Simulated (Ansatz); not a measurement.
Ideal-gas functions of AlClH$_{3}$In (`[AlH2][InH][Cl]`) at 298.15 K and 1 bar, from an Ansatz frequency run at PBE0-D4/def2-TZVP.

Molar mass 180.28 g/mol, point group Cs (symmetry number 1), electronic degeneracy 1, moments of inertia 107.751, 264.616, 364.745 u Å². Harmonic wavenumbers (cm⁻¹, unscaled): 43, 110, 270, 293, 329, 419, 497, 535, 762, 1816, 1913, 1931.

Use S(trans) = R[1.5 ln M + 2.5 ln T − 1.1517]; rotational temperatures θ = 24.2544 K / I; S(rot) = R[ln(√π/σ · √(T³/θAθBθC)) + 1.5]; for each mode x = 1.438777 ν̃/T, S = R[x/(eˣ − 1) − ln(1 − e⁻ˣ)] and H = RT x/(eˣ − 1); 1 cm⁻¹ = 0.0119627 kJ/mol; R = 8.31446 J/(mol·K).

Task: By hand: the entropy, in J/(mol·K).

Result: Translation 173.6. Rotation: θ = 0.2251, 0.0917, 0.0665 K, giving 115.7. Vibration, mode by mode: 21.40, 13.68, 6.68, 6.09, 5.29, 3.75, 2.79, 2.41, 1.01, 0.01, 0.01, 0.01, in all 63.1. Electronic 0.0. Sum 352.4 J/(mol·K).

Task: By hand: H − E and G − E in kJ/mol, counted from the electronic energy.

Result: Zero-point energy ½ × 8918 × 0.0119627 = 53.3; thermal vibration 9.6; translation, rotation and pV give 4 RT = 9.9. H − E = 72.8 kJ/mol, and G − E = 72.8 − 298.15 × 352.4/1000 = -32.3 kJ/mol.

Vibration gives 18 % of the entropy, 35.1 J/(mol·K) of it from the modes under 150 cm⁻¹: soft modes count most, and the harmonic formula is weakest for them.
